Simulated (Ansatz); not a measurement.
Geometry optimisation, RKS B3LYP/def2-SVP (Ansatz 0.2.0).

Input file:

```yaml
crystal:
  periodic: [false, false, false]
  atoms:
    - { symbol: C, position_ang: [-1.2353, 1.3213, 0.1706] }
    - { symbol: Si, position_ang: [0.0005, 0.2403, 0.8495] }
    - { symbol: O, position_ang: [-0.4828, -0.4099, 2.2875] }
    - { symbol: "N", position_ang: [0.3303, -1.1458, -0.0603] }
    - { symbol: Si, position_ang: [1.1042, -0.8259, -1.5023] }
    - { symbol: H, position_ang: [-1.5064, 2.1957, 0.8551] }
    - { symbol: H, position_ang: [-2.1931, 0.8336, -0.0265] }
    - { symbol: H, position_ang: [-0.9278, 1.8413, -0.7897] }
    - { symbol: H, position_ang: [0.20971, 0.04445, 2.8298] }
    - { symbol: H, position_ang: [-1.1934, -1.028, 2.2721] }
    - { symbol: H, position_ang: [0.8157, -1.7868, 0.5193] }
    - { symbol: H, position_ang: [2.4609, -0.2811, -1.1295] }
    - { symbol: H, position_ang: [0.2795, 0.1534, -2.337] }
    - { symbol: H, position_ang: [1.2403, -2.0926, -2.178] }
basis:
  gaussian: { orbitals: def2-SVP }
hamiltonian:
  xc: b3lyp
relax:
  f_tol: 0.02
  max_steps: 50
```

Command:

```bash
$ ansatz run input.yaml --threads 2 --pin off --max-ram 3072MiB --backend cpu --events-out ev --progress --plain --runs-dir out
```

Task: Where does it end, and by what steps?

Result: It converged. After 26 steps the energy has fallen by 3.216 eV; H13 moved furthest, 1.95 Å. Parted: Si2–O3.

```
step  energy less start (eV)  largest force component (eV/Å)  accepted
   0                  0.0000                           5.359       yes
   1                 -1.4189                           2.601       yes
   2                 -2.1294                           1.433       yes
   3                 -2.4947                           1.326       yes
   4                 -2.6907                           0.791       yes
   5                 -2.8244                           0.934       yes
   6                 -2.8976                           0.786       yes
   7                 -2.9717                           0.993       yes
   8                 -3.0364                           0.649       yes
   9                 -3.1154                           0.231       yes
  10                 -3.1471                           0.203       yes
  11                 -3.1616                           0.603       yes
  12                 -3.1761                           0.276       yes
  13                 -3.1779                           0.171       yes
  14                 -3.1862                           0.057       yes
  15                 -3.1881                           0.178       yes
  16                 -3.1913                           0.080       yes
  17                 -3.1952                           0.127       yes
  18                 -3.1979                           0.152       yes
  19                 -3.2008                           0.195       yes
  20                 -3.2040                           0.191       yes
  21                 -3.2084                           0.163       yes
  22                 -3.2120                           0.159       yes
  23                 -3.2138                           0.116       yes
  24                 -3.2156                           0.065       yes
  25                 -3.2159                           0.043       yes
  26                 -3.2163                           0.013       yes
```

```xyz
14
Properties=species:S:1:pos:R:3
C -0.752 1.641 0.147
Si 0.436 0.745 1.366
O -1.277 -0.582 2.016
N 1.011 -0.596 0.320
Si 0.737 -1.011 -1.364
H -1.436 2.299 0.709
H -1.369 0.980 -0.487
H -0.158 2.293 -0.519
H -1.136 -0.789 2.952
H -0.954 -1.361 1.528
H 1.825 -1.069 0.711
H 1.087 0.085 -2.318
H -0.692 -1.372 -1.613
H 1.579 -2.202 -1.688
```

Whether the end is a true minimum wasn't checked by a vibrational analysis.

The run took 88 s on 2 threads of Arm Neoverse V2, with other jobs on the host, peak memory 0.29 GiB.
